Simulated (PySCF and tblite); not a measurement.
Results of a calculation; reference values are marked as such.
C₄H₅NOS, numbered as in [CH3:1][c:2]1[n:3][cH:4][s:5][c:6]1[OH:7].

Conformers came from 60 starts (ETKDG, MMFF94s, GFN2-xTB); geometries are GFN2-xTB. Weights use B3LYP-D3(BJ)/def2-SVP (IEF-PCM, acetone) energies plus GFN2-xTB zero-point and thermal terms (modes under about 100 cm⁻¹ blended into free rotors). Symmetry numbers and mirror images are counted. Conformers within 2.5 kcal/mol (GFN2-xTB free energy) were kept, 6 at most. GIAO shieldings: WP04/pcSseg-1 (IEF-PCM, acetone). Shifts are against TMS (¹H), TMS (¹³C) at the same level. Run with PySCF (density fitting) and tblite.

Q: List the conformer-averaged shifts at 298.15 K.

A: ¹H: 7.67 (H4, 1H), 2.47 (H1, 3H) ppm. ¹³C: 168.7 (C6), 146.3 (C4), 135.8 (C2), 16.6 (C1) ppm.

Q: How do the conformers differ?

A: Torsions listed: S5–C6–O7–H7.
```json
{"conformer": "1", "shape": "-1°", "weight %": "62.8"}
{"conformer": "2", "shape": "180°", "weight %": "37.2"}
```

| signal | 1 | 2 | average |
| --- | --- | --- | --- |
| H1 | 2.44 | 2.53 | 2.47 |
| H4 | 7.66 | 7.69 | 7.67 |
| C1 | 16.7 | 16.5 | 16.6 |
| C2 | 135.8 | 135.7 | 135.8 |
| C4 | 145.7 | 147.2 | 146.3 |
| C6 | 167.8 | 170.1 | 168.7 |

Other tautomers (keto or thione forms) aren't considered and may dominate. H on N, O and S are left out: they exchange, and hydrogen bonds move them by several ppm. Shifts are unscaled: against experiment ¹³C can be off by 15 ppm or more and ¹H by 0.8 ppm.
